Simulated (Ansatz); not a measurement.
Cost and result for the atomization energy of `BC1=CB1` (8 atoms, 8 bonds).

Total charge 0; spin multiplicity 1. All single points use the PBE0-D4/def2-TZVP geometry. Program: Ansatz. All runs use 2 threads of an AMD EPYC 7B13 on a shared host. Times are those of one run each, without the atoms' runs, and a repeat can differ threefold. Electronic energies, without spin–orbit coupling; frozen cores. CCSD(T)/CBS adds CCSD(T) − MP2 in def2-TZVPP to the MP2 limit, and its time is that of the two runs behind it. T1 = 0.013. HSE06 is the plane-wave form, built on full-range PBE exchange.

CCSD(T)/CBS is a level of theory with its own doubt, some kJ/mol a heavy atom from the limit and from the frozen cores, so smaller differences don't rank the functionals.

```json
{"level": "LDA (SPW92)/def2-TZVPP", "functions": "180", "wall time": "0.85 s", "atomization (kcal/mol)": "894.8", "difference from CCSD(T)/CBS": "120.9", "per bond": "15.1"}
{"level": "CCSD(T)/def2-SVP", "functions": "76", "wall time": "1.5 s", "atomization (kcal/mol)": "748.8", "difference from CCSD(T)/CBS": "-25.1", "per bond": "-3.1"}
{"level": "BHLYP-D4/def2-TZVPP", "functions": "180", "wall time": "1.7 s", "atomization (kcal/mol)": "765.1", "difference from CCSD(T)/CBS": "-8.8", "per bond": "-1.1"}
{"level": "CAM-B3LYP-D4/def2-TZVPP", "functions": "180", "wall time": "2.1 s", "atomization (kcal/mol)": "786.8", "difference from CCSD(T)/CBS": "12.9", "per bond": "1.6"}
{"level": "HSE06-D4/def2-TZVPP", "functions": "180", "wall time": "2.2 s", "atomization (kcal/mol)": "795.2", "difference from CCSD(T)/CBS": "21.3", "per bond": "2.7"}
{"level": "r2SCANh-D4/def2-TZVPP", "functions": "180", "wall time": "2.9 s", "atomization (kcal/mol)": "788.7", "difference from CCSD(T)/CBS": "14.8", "per bond": "1.8"}
{"level": "B2PLYP/def2-TZVPP", "functions": "180", "wall time": "3 s", "atomization (kcal/mol)": "777.5", "difference from CCSD(T)/CBS": "3.6", "per bond": "0.5"}
{"level": "PBE-QIDH/def2-TZVPP", "functions": "180", "wall time": "3 s", "atomization (kcal/mol)": "786.1", "difference from CCSD(T)/CBS": "12.2", "per bond": "1.5"}
{"level": "B97M-V/def2-TZVPP", "functions": "180", "wall time": "4.2 s", "atomization (kcal/mol)": "791.9", "difference from CCSD(T)/CBS": "18.0", "per bond": "2.3"}
{"level": "ωB97X-V/def2-TZVPP", "functions": "180", "wall time": "4.6 s", "atomization (kcal/mol)": "782.2", "difference from CCSD(T)/CBS": "8.3", "per bond": "1.0"}
{"level": "MP2/def2-QZVPP", "functions": "348", "wall time": "11 s", "atomization (kcal/mol)": "787.8", "difference from CCSD(T)/CBS": "13.9", "per bond": "1.7"}
{"level": "CCSD(T)/def2-TZVPP", "functions": "180", "wall time": "20 s", "atomization (kcal/mol)": "757.2", "difference from CCSD(T)/CBS": "-16.7", "per bond": "-2.1"}
{"level": "CCSD(T)/CBS(def2)", "functions": "–", "wall time": "31 s", "atomization (kcal/mol)": "773.9", "difference from CCSD(T)/CBS": "0.0", "per bond": "0.0"}
```

From BLYP to BHLYP (50 % exact exchange), in def2-TZVPP and without D4, the atomization energy moves by −14.6 kcal/mol: exact exchange takes away binding that semilocal exchange gives to molecules. At CCSD(T), def2-SVP lies −25.1 kcal/mol from the extrapolated value and def2-TZVPP −16.7 kcal/mol: correlation converges slowly with the basis, and small sets miss more of it in the bonded molecule than in its fragments. The D4 term adds +4.9 kcal/mol with B3LYP and +2.5 kcal/mol with PBE0; it sums over pairs of atoms, weighted by their polarisabilities, and B3LYP, whose exchange is more repulsive, gets the larger term.

B3LYP here is the variant with VWN-RPA as its local correlation; programs differ in this.
